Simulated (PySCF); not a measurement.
## Se²⁺: ionisation energy

Se²⁺ [Ar] 3d10 4s2 4p2 (3P) → Se³⁺ [Ar] 3d10 4s2 4p1 (2P), as a difference of total energies. All numbers are calculated (PySCF 2.14, scalar relativity by spin-free X2C-1e, in jorge-DZP-DKH (8s6p2d1f, 43 functions)). Correlated levels: valence: [Ar] 3d10 frozen. The calculations carry no spin-orbit coupling.

| method | ionisation energy (eV) |
| --- | --- |
| UHF | 30.850 |
| M06-L | 31.067 |
| B3LYP | 31.482 |
| MP2 (valence) | 30.835 |
| SCS-MP2 (valence) | 30.785 |
| CCSD (valence) | 30.763 |
| CCSD(T) (valence) | 30.765 |

**Question.** How much does correlation contribute at CCSD(T) (valence)?

**Answer.** 30.765 − (30.850) = -0.085 eV, measured against UHF.

The reference lies between the lowest fine-structure levels, while these numbers refer to the centres of the terms.

Errors of the correlated levels include the incompleteness of this basis and the frozen core.

For comparison: 31.697 ± 0.019 eV (measured; NIST Atomic Spectra Database, ionization energies).
